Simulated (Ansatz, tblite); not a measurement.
Removing and adding an electron: ZnMeCl (CH3ClZn). The state is a singlet with charge 0. Geometry: B3LYP-D4/def2-TZVP. Ansatz, gas phase; energy differences of separate SCF runs; the oxidised species was run as a doublet alone; the reduced species was run as a doublet alone.

```xyz
6

Zn    0.866   -0.686    0.219
C    -0.626    0.494   -0.159
H    -1.550   -0.081   -0.233
H    -0.460    1.017   -1.100
H    -0.733    1.229    0.639
Cl    2.503   -1.974    0.634
```

The xTB rows come from tblite. Correlated methods freeze 15 core orbitals. HOMO above LUMO, or a gap near zero within one spin, warns that the state may not be the lowest or that an electron is smeared out.

```
               level  −HOMO (eV)  vertical IE (eV)  −LUMO (eV)  vertical EA (eV)  HOMO–LUMO gap (eV)  IE − EA (eV)                                     remarks
            GFN1-xTB       11.73             14.52        6.42              3.50                5.31         11.02                                           –
            GFN2-xTB       11.16             14.39        6.04              2.51                5.12         11.88                                           –
       HF/def2-TZVPP           –              9.56           –                 –                   –             –                                           –
    PBE-D4/def2-TZVP        7.25             10.48        1.37                 –                5.89             –  gap within one spin near zero (+1 doublet)
   PBE-D4/def2-TZVPD        7.31                 –        1.48             -0.47                5.83             –                HOMO above zero (-1 doublet)
 r2SCAN-D4/def2-TZVP        7.60             10.57        1.01                 –                6.59             –  gap within one spin near zero (+1 doublet)
r2SCAN-D4/def2-TZVPD        7.63                 –        1.09             -0.61                6.54             –                HOMO above zero (-1 doublet)
   PBE0-D4/def2-TZVP        8.54             10.71        0.54                 –                8.00             –                                           –
  PBE0-D4/def2-TZVPD        8.56                 –        0.68             -0.62                7.88             –                HOMO above zero (-1 doublet)
      MP2/def2-TZVPP           –             10.99           –                 –                   –             –                                           –
     CCSD/def2-TZVPP           –             10.73           –                 –                   –             –                                           –
  CCSD(T)/def2-TZVPP           –             10.79           –                 –                   –             –                                           –
```

   A HOMO above zero means that the electron is unbound at that level or that self-interaction error raises the level; the energy of removing that electron tells which. Raw xTB energy differences between charge states are shifted by several eV; the methods need an empirical correction for them. A negative affinity means that the extra electron isn't bound; its size then hangs on the basis.
